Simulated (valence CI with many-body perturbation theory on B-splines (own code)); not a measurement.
# Te⁺: electric-dipole lines

Computed by relativistic CI+MBPT: five valence electrons over a frozen Dirac-Fock core [Kr] 4d10, radial functions for each j: 9 s, 9 p, 8 d, 6 f, 3 g, 1 h, with the one-electron correlation potential Σ1 (screened to all orders), the two-electron term Σ2, the three-electron term Σ3, Breit, model QED; selected single and double excitations, second order for the rest, scaled by the run's own slope (own B-spline code, finite nucleus).

Set against measurement, 14 paired levels are off by 107 cm⁻¹ on average, the worst by 342. These come from a selection out of the NIST Handbook of Basic Atomic Spectroscopic Data. Levels without a partner in it may be off by more. Among the levels kept, up to 1100 cm⁻¹ of a level comes from second order outside the variational space, and about a tenth of that is noise between levels of different J, which matters for small intervals.

Lines 1 to 50 of 233 in falling wavelength, among levels below 13.317 eV, chosen from the strongest by gf and those to the six lowest levels. Wavelengths and rates use the calculated energies, so an error of 100 cm⁻¹ moves a line at 4875 nm by 4.9 % and its rate by three times that or more. Electric multipoles are in the length gauge, E1 and E2 with the static RPA response of the core. Weak lines are less certain than strong ones. Lines between different terms over intervals too small for the method are left out, as are lines whose strength nearly cancels. The highest levels of a list are the least certain.

Names give the largest LS component (configuration and term), which can be under half, so a name can repeat, a term be missing and a line seem to break the LS rules; names also repeat where a configuration has a term twice. Letters in brackets count levels of one name in rising energy.

| λ vac (nm) | Upper | Lower | A (s⁻¹) | S (a.u.) with core polarisation | S without |
| --- | --- | --- | --- | --- | --- |
| 4875 | 5s²5p²6p ²P°_3/2 | 5s²5p²5d ²D_5/2 | 1.10e+05 | 2.52e+01 | 2.51e+01 |
| 3820 | 5s²5p²6p ²D°_5/2 [b] | 5s²5p²5d ²D_5/2 | 3.36e+04 | 5.55e+00 | 5.54e+00 |
| 3569 | 5s²5p²6p ⁴P°_3/2 | 5s²5p²5d ²S_1/2 | 4.99e+04 | 4.48e+00 | 4.47e+00 |
| 3466 | 5s²5p²6p ²D°_5/2 [a] | 5s²5p²5d ⁴P_5/2 | 6.41e+04 | 7.91e+00 | 7.91e+00 |
| 3341 | 5s²5p²6p ⁴P°_3/2 | 5s²5p²5d ⁴P_3/2 | 1.54e+05 | 1.13e+01 | 1.13e+01 |
| 3036 | 5s²5p²5d ⁴P_5/2 | 5s²5p²6p ⁴D°_3/2 [a] | 5.58e+04 | 4.62e+00 | 4.60e+00 |
| 2969 | 5s²5p²5d ²D_5/2 | 5s²5p²6p ⁴D°_3/2 [b] | 4.77e+04 | 3.70e+00 | 3.70e+00 |
| 2700 | 5s²5p²6p ²P°_1/2 | 5s²5p²5d ²D_3/2 | 5.43e+05 | 1.06e+01 | 1.05e+01 |
| 2222 | 5s²5p²6p ⁴P°_3/2 | 5s²5p²5d ⁴P_5/2 | 1.87e+05 | 4.04e+00 | 4.03e+00 |
| 2159 | 5s²5p²6p ²D°_5/2 [b] | 5s²5p²5d ⁴P_3/2 | 1.61e+05 | 4.80e+00 | 4.79e+00 |
| 2138 | 5s²5p²6p ²D°_5/2 [b] | 5s²5p²5d ²G_7/2 | 2.35e+05 | 6.80e+00 | 6.77e+00 |
| 1929 | 5s²5p²6p ²P°_1/2 | 5s²5p²5d ⁴P_3/2 | 5.32e+05 | 3.77e+00 | 3.76e+00 |
| 1629 | 5s²5p²6p ²D°_5/2 [b] | 5s²5p²5d ⁴P_5/2 | 3.48e+05 | 4.45e+00 | 4.45e+00 |
| 1520 | 5s²5p²6p ⁴D°_7/2 | 5s²5p²5d ⁴D_7/2 | 1.71e+05 | 2.38e+00 | 2.38e+00 |
| 1383 | 5s²5p²6p ⁴D°_1/2 | 5s5p⁴ ²D_3/2 | 9.76e+05 | 2.55e+00 | 2.54e+00 |
| 1380 | 5s²5p²6p ⁴D°_3/2 [a] | 5s²5p²5d ²F_5/2 | 3.59e+05 | 1.87e+00 | 1.86e+00 |
| 1370 | 5s²5p²6p ²D°_5/2 [a] | 5s²5p²6s ²D_5/2 | 4.16e+05 | 3.17e+00 | 3.16e+00 |
| 1365 | 5s²5p²6p ⁴D°_5/2 | 5s²5p²5d ⁴D_5/2 | 4.51e+05 | 3.40e+00 | 3.39e+00 |
| 1341 | 5s²5p²6p ⁴D°_3/2 [b] | 5s²5p²5d ⁴D_3/2 | 5.97e+05 | 2.84e+00 | 2.83e+00 |
| 1185 | 5s²5p²6p ²D°_3/2 | 5s²5p²5d ⁴D_5/2 | 3.80e+06 | 1.25e+01 | 1.24e+01 |
| 1148 | 5s²5p²6p ⁴P°_1/2 | 5s²5p²5d ⁴D_1/2 [b] | 8.54e+05 | 1.27e+00 | 1.27e+00 |
| 1128 | 5s²5p²6p ⁴D°_3/2 [a] | 5s5p⁴ ²D_5/2 | 9.41e+05 | 2.67e+00 | 2.66e+00 |
| 1104 | 5s²5p²6p ²D°_5/2 [b] | 5s²5p²5d ⁴D_7/2 | 5.91e+06 | 2.35e+01 | 2.34e+01 |
| 1083 | 5s²5p²6p ⁴P°_1/2 | 5s²5p²5d ⁴D_3/2 | 4.03e+06 | 5.06e+00 | 5.04e+00 |
| 1001 | 5s²5p²6p ²P°_3/2 | 5s²5p²6s ²D_5/2 | 7.23e+05 | 1.43e+00 | 1.44e+00 |
| 935.4 | 5s²5p²6p ⁴D°_3/2 [b] | 5s²5p²5d ²F_5/2 | 7.90e+06 | 1.28e+01 | 1.27e+01 |
| 929.7 | 5s²5p²6p ²P°_1/2 | 5s²5p²6s ²D_3/2 | 6.30e+06 | 5.00e+00 | 5.00e+00 |
| 922.2 | 5s²5p²6p ⁴D°_3/2 [b] | 5s²5p²5d ⁴D_1/2 [a] | 2.13e+06 | 3.29e+00 | 3.31e+00 |
| 910.1 | 5s²5p²6p ⁴D°_3/2 [a] | 5s²5p²5d ⁴F_3/2 | 8.44e+05 | 1.26e+00 | 1.25e+00 |
| 898.4 | 5s²5p²6p ⁴D°_1/2 | 5s²5p²6s ⁴P_3/2 | 2.75e+06 | 1.97e+00 | 1.96e+00 |
| 897.8 | 5s²5p²6p ⁴D°_3/2 [a] | 5s²5p²5d ⁴F_5/2 | 1.37e+07 | 1.96e+01 | 1.95e+01 |
| 895.8 | 5s²5p²6p ⁴P°_3/2 | 5s²5p²5d ⁴D_5/2 | 2.35e+06 | 3.34e+00 | 3.33e+00 |
| 892.8 | 5s²5p²6p ⁴D°_5/2 | 5s²5p²5d ²F_5/2 | 6.22e+05 | 1.31e+00 | 1.30e+00 |
| 863.9 | 5s²5p²6p ²D°_5/2 [a] | 5s²5p²5d ²F_7/2 | 1.29e+07 | 2.47e+01 | 2.46e+01 |
| 827.4 | 5s²5p²6p ⁴D°_1/2 | 5s²5p²5d ²P_3/2 | 1.68e+07 | 9.37e+00 | 9.32e+00 |
| 817.2 | 5s²5p²6p ²D°_3/2 | 5s²5p²6s ²P_3/2 | 3.09e+06 | 3.33e+00 | 3.35e+00 |
| 816.2 | 5s²5p²6p ⁴D°_5/2 | 5s²5p²5d ⁴F_7/2 | 2.13e+07 | 3.42e+01 | 3.40e+01 |
| 812.1 | 5s²5p²6p ²D°_3/2 | 5s²5p²5d ²F_5/2 | 4.08e+06 | 4.31e+00 | 4.28e+00 |
| 809.8 | 5s²5p²6p ⁴D°_7/2 | 5s²5p²5d ²F_7/2 | 4.36e+06 | 9.14e+00 | 9.10e+00 |
| 808.9 | 5s²5p²6p ²P°_3/2 | 5s²5p²5d ⁴D_1/2 [b] | 1.59e+06 | 1.67e+00 | 1.66e+00 |
| 807.5 | 5s²5p²6p ⁴P°_1/2 | 5s²5p²6s ²P_3/2 | 3.92e+06 | 2.04e+00 | 2.04e+00 |
| 793.2 | 5s²5p²6p ²S°_1/2 | 5s²5p²5d ⁴F_3/2 | 1.81e+07 | 8.92e+00 | 8.86e+00 |
| 792.7 | 5s²5p²6p ⁴P°_1/2 | 5s²5p²5d ⁴D_1/2 [a] | 9.61e+06 | 4.73e+00 | 4.72e+00 |
| 792.0 | 5s²5p²6p ⁴D°_7/2 | 5s²5p²5d ⁴F_9/2 | 2.22e+07 | 4.35e+01 | 4.32e+01 |
| 781.2 | 5s²5p²6p ²D°_5/2 [b] | 5s²5p²5d ⁴D_5/2 | 1.58e+06 | 2.23e+00 | 2.22e+00 |
| 778.7 | 5s²5p²6p ⁴D°_3/2 [b] | 5s5p⁴ ²D_3/2 | 1.81e+06 | 1.68e+00 | 1.68e+00 |
| 776.5 | 5s²5p²6p ²P°_3/2 | 5s²5p²5d ⁴D_3/2 | 4.73e+06 | 4.37e+00 | 4.38e+00 |
| 749.3 | 5s²5p²6p ²D°_5/2 [a] | 5s²5p²6s ²P_3/2 | 8.02e+06 | 9.99e+00 | 1.01e+01 |
| 745.0 | 5s²5p²6p ²D°_5/2 [a] | 5s²5p²5d ²F_5/2 | 3.13e+06 | 3.84e+00 | 3.81e+00 |
| 743.8 | 5s²5p²6p ²D°_5/2 [b] | 5s²5p²5d ⁴D_3/2 | 1.25e+06 | 1.52e+00 | 1.53e+00 |
